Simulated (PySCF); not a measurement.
Identify the unknown among the candidates.

| technique | computed result |
| --- | --- |
| Polarisability | 87.9 au [CAM-B3LYP/def2-SVPD] |
| UV, first state | lowest singlet excitation: 4.24 eV (292 nm, f = 0.001) [TDDFT CAM-B3LYP/def2-SVPD] |
| Dipole | 2.56 D [CAM-B3LYP/def2-SVPD] |
| UV, strongest line | among the 8 lowest singlet transitions: S8 at 7.40 eV (167 nm, f = 0.089) [TDDFT CAM-B3LYP/def2-SVPD] |
| Triplet | lowest triplet excitation (Tamm–Dancoff): 3.66 eV [TDA CAM-B3LYP/def2-SVPD] |
| Rotational structure | rotational constants A, B, C: 1.844, 1.156, 0.898 GHz [GFN2-xTB] |

Gas-phase values; electronic properties from PySCF, density fitting. Levels stand in brackets. Geometry: GFN2-xTB, one conformer, isolated molecule.

Task: Which candidate is it?
A. `C=C[C@H](OCF)C(F)F`
B. `C#C[C@](F)(CC=O)[SiH2]O`
C. `C=C1[C@@H](F)O[C@@H]1C(F)F`

Result: B. It is `C#C[C@](F)(CC=O)[SiH2]O`. Numbering: `[CH:1]#[C:2][C@:3]([F:4])([CH2:5][CH:6]=[O:7])[SiH2:8][OH:9]`. Its formula, C5H7FO2Si, gives 3 degrees of unsaturation: 0 rings and 3 π bonds in the structure found. S1 is mainly HOMO−1→LUMO (weight 0.81); the largest Löwdin shares of the orbital it empties are 0.43 on the aldehyde oxygen, 0.12 on the aldehyde carbon, 0.09 on the sp3 carbon next to a carbonyl and 0.08 on the alkyne carbon, of the orbital it fills 0.38 on the aldehyde carbon, 0.30 on the aldehyde oxygen, 0.08 on the sp3 carbon next to a carbonyl and 0.06 on the formyl hydrogen. The optimised geometry has point group C1 and is an asymmetric top.

The others, at the same levels:
- `C=C[C@H](OCF)C(F)F` fails: its computed lowest singlet excitation is 7.46 eV (166 nm, f = 0.311) (against 4.24 eV), lowest triplet excitation (Tamm–Dancoff) is 4.47 eV (against 3.66 eV) and static isotropic polarisability is 67.9 au (against 87.9 au).
- `C=C1[C@@H](F)O[C@@H]1C(F)F` fails: its computed lowest singlet excitation is 7.01 eV (177 nm, f = 0.057) (against 4.24 eV), lowest triplet excitation (Tamm–Dancoff) is 4.32 eV (against 3.66 eV) and strongest line among the 8 lowest singlet transitions is S3 at 7.68 eV (161 nm, f = 0.176) (against S8 at 7.40 eV).

Each candidate is one conformer, not necessarily the lowest. The conformers computed, where there is a choice (atom-mapped SMILES and torsion angles):
- `[CH:1]#[C:2][C@:3]([F:4])([CH2:5][CH:6]=[O:7])[SiH2:8][OH:9]`: C2–C3–C5–C6 170°, C3–C5–C6–O7 89°, C2–C3–Si8–O9 116°, H–O9–Si8–C3 49°
- `[CH2:1]=[CH:2][C@H:3]([O:4][CH2:5][F:6])[CH:7]([F:8])[F:9]`: C1–C2–C3–O4 -133°, C2–C3–O4–C5 69°, C3–O4–C5–F6 -73°, C2–C3–C7–F8 -79°
- `[CH2:1]=[C:2]1[C@@H:3]([F:4])[O:5][C@@H:6]1[CH:7]([F:8])[F:9]`: O5–C6–C7–F8 -70°
